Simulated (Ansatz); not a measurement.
Other settings, tried on [GeI3]- (GeI₃⁻).

```yaml
crystal:
  periodic: [false, false, false]
  atoms:
    - {symbol: Ge, position_ang: [-0.038348, -0.000058, 0.960843]}
    - {symbol: I, position_ang: [2.388106, -0.032888, -0.224891]}
    - {symbol: I, position_ang: [-1.146468, 2.075408, -0.367231]}
    - {symbol: I, position_ang: [-1.203290, -2.042463, -0.368721]}
basis:
  gaussian: {orbitals: def2-TZVP}
total_charge: -1
hamiltonian: {xc: {name: wB97X}}
scf: {lower_state_search: light}
```

```sh
$ ansatz run in.yaml --threads 4 --pin off --events-out ev --progress --plain --max-ram 3916MiB
```

Output, abridged:

```
Functional definition: wB97X
1556 factors; their error is unknown
276 factors; integrals over basis functions are off by at most 6.2e-5 eV
mean field evaluation 1: about -80830.1855 eV, gradient 2.8e1 eV
mean field evaluation 2: about -80829.9503 eV, gradient 3.7e1 eV
mean field evaluation 4: about -80831.9754 eV, gradient 6.1e-1 eV
mean field evaluation 8: about -80832.0015 eV, gradient 2.6e-2 eV
mean field evaluation 16: about -80832.6845 eV, gradient 2.9e-4 eV
mean field -80832.68452992 eV, -2970.5463661131 hartree, gradient 3.8e-5 eV, S^2 0.000000; 0 other end points of the search recorded, 0 dependent functions left out
reference -80832.68450224 eV, -2970.5463650958 hartree; 54, 54 occupied and 144, 144 virtual orbitals, 1556 factors
Total energy: -80832.68450224 eV, -2970.5463650958 hartree
```

It took 6.5 s on 4 threads of Arm Neoverse V2 on a shared host, peak host memory 0.76 GiB.

In the def2 sets I takes a core potential; there is no spin–orbit coupling. The highest occupied level of an anion often lies above zero with these methods, and sets without diffuse functions describe the outer electron poorly.
